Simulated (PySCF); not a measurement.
A structure optimised at B3LYP-D3(BJ)/def2-SVP, used in a PySCF frequency run:

```xyz
9

Ti     0.0000     0.0000     0.3859
Cl     1.4227     1.5060     1.0873
Cl     0.5929    -1.9851     1.0873
Cl    -2.0156     0.4791     1.0873
O      0.0000     0.0000    -1.3542
Si     0.0000     0.0000    -3.0423
H      0.3843    -1.3588    -3.5055
H      0.9846     1.0123    -3.5055
H     -1.3690     0.3466    -3.5055
```
Charge 0, spin multiplicity 1.

Q: Write its SMILES, formula and point group.

A: [SiH3][O][Ti]([Cl])([Cl])[Cl], Cl₃H₃OSiTi, C3

Q: What are its rotational constants (standard atomic weights)?

A: 1.0927, 0.73327, 0.73327 GHz
